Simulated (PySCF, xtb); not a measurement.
CH9GeNSi, SMILES [NH]([GeH3])[SiH2]C.

GFN2-xTB in xtb 6.7.1 at its own geometry gives an orbital gap of 5.55 eV and a dipole moment of 0.38 D.

Geometry: PBE0-D3(BJ)/def2-SVP. This is a generated structure with no PubChem entry under its InChIKey; it may be hypothetical. One conformer was computed; it need not be the lowest.

Task: What does PBE0/def2-TZVP run with PySCF give? (An estimate is asked for; the answer gives what the named calculation found.)

Result: gap 7.41 eV (levels -7.10 and 0.30 eV), dipole 0.54 D.
